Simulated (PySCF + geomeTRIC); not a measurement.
The multiplicity is imposed and other spin states were not computed.

Species: [Pd(F)3] (charge 0, multiplicity 2).

Question: Give a relaxed geometry from TPSS-D3(BJ)/def2-SVP (PySCF + geomeTRIC).

Answer: the end point of this relaxation.
Cartesian coordinates (Å) in one orientation:
```xyz
4

Pd    -0.007     0.073    -0.363
F      1.739    -0.550    -0.552
F     -1.855     0.271    -0.511
F      0.138     0.598     1.438
```
